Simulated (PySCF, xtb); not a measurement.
C2H6N2Si, SMILES C([SiH](N)N)#C.

GFN2-xTB run with xtb 6.7.1 at its own geometry gives an orbital gap of 5.14 eV and a dipole moment of 1.90 D.

Geometry: PBE-D3(BJ)/def2-SVP. This is a generated structure with no PubChem entry under its InChIKey; it may be hypothetical. One conformer was computed; it need not be the lowest.

### Question
What does PBE/def2-TZVP (PySCF) give? (Estimate from the structure and the level; the computed values follow.)

### Answer
gap 5.12 eV (levels -6.06 and -0.93 eV), dipole 0.43 D.
